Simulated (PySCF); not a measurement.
Geometry (Å), atoms numbered from 1 in this order:
```xyz
19

C     1.3195    1.8055    1.2254
C     0.9946    0.7092    0.5252
O     1.8826   -0.0845   -0.1251
Si    3.5507    0.1246   -0.1743
C    -0.4042    0.2365    0.3862
C    -0.6912   -0.9241   -0.3431
C    -2.0170   -1.3341   -0.4474
C    -3.0070   -0.5794    0.1736
C    -2.6154    0.5623    0.8770
N    -1.3566    0.9605    0.9822
H     0.5204    2.3674    1.7069
H     2.3506    2.1507    1.3268
H     4.0501   -1.0045   -1.0012
H     4.1223    0.0696    1.2030
H     3.8960    1.4336   -0.8025
H     0.1211   -1.4796   -0.8108
H    -2.2728   -2.2357   -1.0097
H    -4.0602   -0.8620    0.1186
H    -3.3662    1.1835    1.3798
```

Non-relativistic Hamiltonian, isolated molecule, one conformer, averaged over atoms made equivalent by symmetry, fast rotation or ring inversion. NMR shieldings at B3LYP/pcSseg-1/GIAO; coordinates at the PBE0-D3(BJ)/def2-SVP level; PySCF 2.14.

**Question.** List the cross peaks expected in HSQC, COSY and HMBC spectra.

**Answer.** 

HSQC (one-bond C–H):
| δH | δC |
| --- | --- |
| 8.56 (H19) | 154.7 (C9) |
| 7.71 (H16) | 123.5 (C6) |
| 7.60 (H17) | 142.1 (C7) |
| 6.97 (H18) | 128.1 (C8) |
| 6.41 (H11) | 94.3 (C1) |
| 4.53 (H12) | 94.3 (C1) |

COSY cross peaks (H two or three bonds apart, from the bond graph; peaks can be absent where the dihedral angle is near 90°):
| δH | δH |
| --- | --- |
| 8.56 (H19) | 6.97 (H18) |
| 7.71 (H16) | 7.60 (H17) |
| 7.60 (H17) | 6.97 (H18) |
| 6.41 (H11) | 4.53 (H12) |

HMBC (two and three bonds, from the bond graph):
| δH | δC |
| --- | --- |
| 8.56 (H19) | 158.9 (C5), 142.1 (C7), 128.1 (C8) |
| 7.71 (H16) | 165.3 (C2), 158.9 (C5), 142.1 (C7), 128.1 (C8) |
| 7.60 (H17) | 158.9 (C5), 154.7 (C9), 128.1 (C8), 123.5 (C6) |
| 6.97 (H18) | 154.7 (C9), 142.1 (C7), 123.5 (C6) |
| 6.41 (H11) | 165.3 (C2), 158.9 (C5) |
| 4.95 (H13/H14/H15) | 165.3 (C2) |
| 4.53 (H12) | 165.3 (C2), 158.9 (C5) |

Referencing at the same level of theory: ¹H (σ = 31.38 ppm) and ¹³C (σ = 179.24 ppm) against TMS.

Short H···H contacts in this conformer between protons four or more bonds apart (candidates for NOE cross peaks, intensity ∝ r⁻⁶): H12···H15 2.73 Å.

Shifts are as computed. Against solution values, carbons near 30 ppm lie about +2 ppm off and those near 130 ppm about +6 ppm. Of 1211 compounds with measured shifts, 218 miss one by over three times the rms of a fit or turn the order of signals round; such compounds aren't used in these exercises.
